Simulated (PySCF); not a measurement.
# CsSb: energy against distance

Set-up: PySCF, scalar-relativistic core potentials, basis sets Cs def2-SVPD with ECP46, Sb def2-SVPD with ECP28. Energies in eV from Cs + Sb in their ground configurations at the same level. State: ³Σ⁻ (triplet), unpaired electrons π ↑↑.

```tsv
R (Å)	UHF	PBE	r²SCAN
3.158	0.3709	-0.806	-0.740
3.305	0.0595	-1.036	-0.985
3.452	-0.1267	-1.162	-1.121
3.562	-0.2062	-1.207	-1.171
3.672	-0.2473	-1.222	-1.188
3.782	-0.2593	-1.215	-1.181
3.929	-0.2422	-1.180	-1.146
4.113	-0.1877	-1.110	-1.074
4.333	-0.1170	-1.007	-0.968
4.627	-0.0765	-0.863	-0.822
```

Q: Put a parabola through the three lowest points of the PBE curve and estimate Re, k and ωe (reduced mass 63.31 u; 1 eV/Å² = 0.16022 mdyn/Å; ωe = 1302.8·√(k/μ) cm⁻¹).

A: Through R = 3.562, 3.672, 3.782 Å the second-order coefficient is 0.909 eV/Å², so Re ≈ 3.692 Å, k ≈ 0.291 mdyn/Å and ωe ≈ 88 cm⁻¹. A polynomial fit of higher order to the unrounded PBE energies gives Re = 3.685 Å, k = 0.289 mdyn/Å, ωe = 88.0 cm⁻¹; anharmonicity and rounding make the difference.

The higher-order fit for each curve: PBE: Re = 3.685 Å, ωe = 88.0 cm⁻¹, De = 1.22 eV; r²SCAN: Re = 3.691 Å, ωe = 90.0 cm⁻¹, De = 1.19 eV. UHF gave no clean fit.

⟨S²⟩ of the unrestricted solution departs from its pure value on part of the curve, where spin states mix. Spin–orbit coupling is left out, which matters for elements this heavy, above all for dissociation energies. The state was picked by a PBE0 search and need not be the measured ground state.
